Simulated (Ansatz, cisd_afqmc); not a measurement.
Species: O, charge 0, triplet.

Total energies in aug-cc-pVDZ, 6 correlated electrons, 1 frozen orbitals. UHF or UKS for unpaired electrons; spin-orbit terms are left out. Cores are frozen in correlated methods. No relativity. The Monte Carlo rows (phaseless AFQMC, CISD trial, step 0.005/hartree) carry one-sigma bars that omit the constraint's bias. Outlying blocks are dropped, and bars are widened where a walk drifts. Over all cases where full CI ran beside it in this data, AFQMC minus full CI had a median of +0.1 mEh and passed +0.4 mEh in a tenth of the cases. Full CI freezes restricted core orbitals and the other rows unrestricted ones, which leaves a small offset even where coupled cluster is exact.

```json
[
 {"method": "HF", "program": "Ansatz", "energy (Eh)": "-74.79660", "error against FCI (mEh)": "129.31"},
 {"method": "MP2", "program": "Ansatz", "energy (Eh)": "-74.90697", "error against FCI (mEh)": "18.94"},
 {"method": "CCSD", "program": "Ansatz", "energy (Eh)": "-74.92384", "error against FCI (mEh)": "2.07"},
 {"method": "CCSD(T)", "program": "Ansatz", "energy (Eh)": "-74.92565", "error against FCI (mEh)": "0.26"},
 {"method": "CCSDT(Q)", "program": "Ansatz", "energy (Eh)": "-74.92599", "error against FCI (mEh)": "-0.08"},
 {"method": "CCSDTQ", "program": "Ansatz", "energy (Eh)": "-74.92599", "error against FCI (mEh)": "-0.08"},
 {"method": "AFQMC/CISD", "program": "cisd_afqmc", "energy (Eh)": "-74.9259 ± 0.0002", "error against FCI (mEh)": "0.0 ± 0.2"},
 {"method": "FCI", "program": "Ansatz", "energy (Eh)": "-74.92591", "error against FCI (mEh)": "0.00"}
]
```

Ansatz is a first-principles code.
